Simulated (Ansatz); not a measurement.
Isolated molecules relaxed with PBE0-D4/def2-TZVP in Ansatz; ΔE leaves out vibrations. CCSD(T)/CBS adds triple-zeta CCSD(T) − MP2 to the extrapolated MP2 energy (def2 sets, frozen cores). DFT in def2-TZVPP. B3LYP here is the variant with VWN-RPA as its local correlation; programs differ in this. HSE06 is defined as in plane-wave codes. For Ge outer-core shells are correlated without core-valence functions, which leaves a few kJ/mol of doubt a bond. Scalar relativity is left out up to krypton. One conformer a species, not always the lowest.

Reaction (ligand exchange at a B–N bond): `C[N]([GeH3])BF` + `[NH2][GeH2][OH]` → `[NH2][GeH2][O]BF` + `C[NH][GeH3]`

| level | ΔE (kJ/mol) | difference from CCSD(T)/CBS |
| --- | --- | --- |
| LDA (SPW92) | -13.7 | 4.8 |
| PBE-D4 | -17.6 | 0.9 |
| revPBE-D4 | -16.4 | 2.1 |
| BLYP-D4 | -20.8 | -2.3 |
| B97M-V | -23.8 | -5.3 |
| PBE0-D4 | -19.1 | -0.6 |
| B3LYP-D4 | -22.1 | -3.6 |
| r2SCANh-D4 | -20.9 | -2.4 |
| r2SCAN0-D4 | -21.4 | -2.9 |
| HSE06-D4 | -19.2 | -0.7 |
| BHLYP-D4 | -24.5 | -6.0 |
| CAM-B3LYP-D4 | -23.7 | -5.2 |
| ωB97X-V | -22.3 | -3.8 |
| ωB97M-V | -21.4 | -2.9 |
| B2PLYP | -23.8 | -5.3 |
| PBE-QIDH | -20.6 | -2.1 |
| PBE | -19.8 | -1.3 |
| revPBE | -22.9 | -4.4 |
| BLYP | -25.9 | -7.4 |
| r2SCAN | -21.0 | -2.5 |
| B3LYP | -25.7 | -7.2 |
| r2SCANh | -21.4 | -2.9 |
| r2SCAN0 | -22.0 | -3.5 |
| HSE06 | -20.9 | -2.4 |
| BHLYP | -27.2 | -8.7 |
| LC-ωPBE | -22.7 | -4.2 |
| RPA@PBE/def2-TZVPP | -20.1 | -1.6 |
| HF/def2-SVP | -40.1 | -21.6 |
| MP2/def2-SVP | -31.2 | -12.7 |
| CCSD/def2-SVP | -32.3 | -13.8 |
| CCSD(T)/def2-SVP | -31.6 | -13.1 |
| HF/def2-TZVPP | -34.9 | -16.4 |
| SCS-MP2/def2-TZVPP | -21.4 | -2.9 |
| CCSD/def2-TZVPP | -21.9 | -3.4 |
| CCSD(T)/def2-TZVPP | -20.2 | -1.7 |
| HF/def2-QZVPP | -35.2 | -16.7 |
| MP2/def2-QZVPP | -17.8 | 0.7 |
| SCS-MP2/def2-QZVPP | -20.6 | -2.1 |
| MP2/CBS(def2) | -17.0 | 1.5 |
| CCSD/CBS(def2) | -20.1 | -1.6 |
| CCSD(T)/CBS | -18.5 | 0 |

Largest T1 diagnostic among the species: 0.013.

At CCSD(T), def2-SVP lies −13.1 kJ/mol from the extrapolated value and def2-TZVPP −1.7 kJ/mol. In def2-TZVPP, CCSD(T) changes the Hartree–Fock value by +14.6 kJ/mol (the triples alone add +1.6 kJ/mol) and MP2 by +16.1 kJ/mol.
